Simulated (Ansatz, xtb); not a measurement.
# C5H7N2O2+: which of two isomers lies lower

We compare I, `Cc1[nH]cc(C(=O)O)[nH+]1`, a singlet, with II, `C[n+]1cc[nH]c1C(=O)O`, a singlet. Both are isolated ions in the gas phase, relaxed with r2SCAN-D4/def2-SVP; the shapes shown needn't be the lowest conformers.

I (Å):

| atom | x (Å) | y (Å) | z (Å) |
| --- | --- | --- | --- |
| C | -1.5922 | 1.8772 | 0.2079 |
| C | -0.5469 | 0.8468 | 0.0377 |
| C | 1.0575 | -0.6567 | 0.4914 |
| C | 0.9468 | -0.5542 | -0.8701 |
| C | 1.7004 | -1.2700 | -1.9258 |
| N | 0.1300 | 0.2125 | 1.0181 |
| N | -0.0487 | 0.3779 | -1.1132 |
| O | 2.5578 | -2.0747 | -1.6880 |
| O | 1.2756 | -0.8785 | -3.1358 |
| H | -2.2359 | 1.6425 | 1.0676 |
| H | -2.2194 | 1.9434 | -0.6909 |
| H | -1.1356 | 2.8663 | 0.3821 |
| H | -0.0336 | 0.3648 | 2.0120 |
| H | 1.7138 | -1.2781 | 1.0975 |
| H | 1.7832 | -1.3608 | -3.8153 |
| H | -0.3473 | 0.6545 | -2.0483 |

II (Å):

| atom | x (Å) | y (Å) | z (Å) |
| --- | --- | --- | --- |
| C | -1.4016 | 1.2376 | -0.4122 |
| C | 0.8605 | 1.2947 | 0.6961 |
| C | 2.0206 | 0.5587 | 0.6244 |
| C | 0.5478 | -0.3104 | -0.7920 |
| C | 0.0684 | -1.2706 | -1.8194 |
| N | -0.0387 | 0.7424 | -0.1868 |
| N | 1.7931 | -0.4189 | -0.2992 |
| O | 0.7963 | -2.1457 | -2.2093 |
| O | -1.1805 | -1.0257 | -2.2008 |
| H | -2.1259 | 0.4490 | -0.1741 |
| H | -1.5577 | 2.1013 | 0.2430 |
| H | -1.5185 | 1.5353 | -1.4614 |
| H | 0.6116 | 2.1622 | 1.3043 |
| H | 2.9646 | 0.6644 | 1.1549 |
| H | 2.4327 | -1.1527 | -0.6127 |
| H | -1.4369 | -1.6863 | -2.8735 |

Problem. Estimate which is lower in electronic energy at CCSD(T)/def2-SVP + ΔMP2/def2-TZVPP, and by roughly how much.

Solution. The CCSD(T)/def2-SVP + ΔMP2/def2-TZVPP calculation puts structure I lower, by 9.4 kcal/mol.

Level by level:

```
                             level            geometry  E(II) − E(I) (kcal/mol)  departure from the last row (kcal/mol)  job, with rough time for the two
                          GFN2-xTB            GFN2-xTB                      +2.1                                    −7.3              optimisation, 0.11 s
                         HF/STO-3G            GFN2-xTB                     +10.2                                    +0.8              single point, 0.42 s
      r2SCAN-D4/def2-SVP//GFN2-xTB            GFN2-xTB                     +10.0                                    +0.6               single point, 3.5 s
                r2SCAN-D4/def2-SVP  r2SCAN-D4/def2-SVP                      +9.6                                    +0.2                optimisation, 29 s
                       HF/def2-SVP  r2SCAN-D4/def2-SVP                     +13.4                                    +4.0           part of the CCSD(T) run
                      MP2/def2-SVP  r2SCAN-D4/def2-SVP                      +7.5                                    −1.9           part of the CCSD(T) run
                  CCSD(T)/def2-SVP  r2SCAN-D4/def2-SVP                      +9.2                                    −0.2                      single point
CCSD(T)/def2-SVP + ΔMP2/def2-TZVPP  r2SCAN-D4/def2-SVP                      +9.4                                                     single point, 2.1 min
```

As drawn, II has 1 C–N, 1 C–H in place of 1 C–C, 1 N–H.

The levels shown agree on the order. The largest departure from CCSD(T)/def2-SVP + ΔMP2/def2-TZVPP is that of GFN2-xTB, 7.3 kcal/mol. The last row adds to CCSD(T) the change of the MP2 difference between the two basis sets, here +0.2 kcal/mol.

With thermal terms from frequencies at re-optimised GFN2-xTB minima (ideal gas, soft modes damped towards free rotors, one conformer each, 298.15 K, 1 atm): the zero-point term adds +0.2 kcal/mol; ΔH is +9.4 and ΔG +10.2 kcal/mol.

The correlated steps freeze 9 core orbitals. Run with Ansatz 0.2.0, xtb 6.7.1; the last row on 4 threads of Arm Neoverse V2 on a shared host.
